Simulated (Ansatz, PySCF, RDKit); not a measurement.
Dimer: CH3F (SMILES CF) (first 5 atoms) with CH6Si (SMILES C[SiH3]); geometry from B3LYP-D3(BJ)/def2-TZVP, rigid monomers moved along the line of their centres of mass till F2···Si7 is 3.70 Å.
(charge 0, multiplicity 1):
```xyz
13

C     -0.14707    -0.13374     0.50806
F      1.00171     0.15185     1.23919
H     -0.85899     0.68064     0.64403
H      0.12511    -0.22828    -0.54367
H     -0.57110    -1.06839     0.87567
C     -0.74849    -0.14346     6.52942
Si    -0.08817    -0.02191     4.77517
H     -0.66318     0.81484     7.04541
H     -0.19171    -0.88556     7.10487
H     -1.80054    -0.43506     6.53274
H     -0.86478     0.98480     4.01157
H     -0.22286    -1.33178     4.09279
H      1.33814     0.37379     4.78710
```

Monomers are frozen at their geometry in the pair; levels with a basis set take the counterpoise correction.

Correlated levels freeze the cores. Rows in 6-31G* carry no dispersion term and start afresh at each structure (6-31G* with six Cartesian d functions).

Codes used: Ansatz (a quantum-chemistry and plane-wave program); PySCF for 6-31G* rows; RDKit for the force fields. 

What is the computed interaction energy (HF/6-31G*)?

-0.1 kcal/mol

Estimate the interaction energy that CCSD(T)/aug-cc-pV(D+d)Z returns for this input.

-0.9 kcal/mol

What is the computed interaction energy (MMFF94)?

-0.5 kcal/mol
